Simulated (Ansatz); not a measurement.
Mg₂H₂F₂⁺, that is (HMg-mu-F)2 with one electron fewer. Total charge 1; doublet. Geometry PBE0-D4/def2-TZVP, that of the neutral singlet; atoms count from 1.

```xyz
6

Mg    1.3291   -0.5720   -0.0096
H     2.8856   -1.2349   -0.0178
F    -0.2224   -0.5355    1.1053
Mg   -1.3300    0.5698    0.0085
H    -2.8827    1.2415    0.0211
F     0.2205    0.5311   -1.1075
```

Q: Estimate the Mulliken populations from the PBE0/def2-TZVP orbitals of Ansatz.

A: 
```
atom  charge (e)  spin (α − β)
 Mg1        1.02          0.09
  H2        0.05          0.39
  F3       -0.57          0.01
 Mg4        1.02          0.09
  H5        0.05          0.39
  F6       -0.57          0.01
```
Mulliken values and Mayer orders depend strongly on the basis.

Q: Where does the spin sit?

A: Summed by element: Mg 0.19, H 0.78, F 0.03, of 1 unpaired in all. Largest on single atoms: H5 0.39, H2 0.39, Mg4 0.09.

Q: And the Mayer bond orders between bonded heavy atoms (over 0.3)?

A: Mg1–F3 0.39 (1.91 Å); Mg1–F6 0.39 (1.91 Å); F3–Mg4 0.39 (1.91 Å); Mg4–F6 0.39 (1.91 Å).
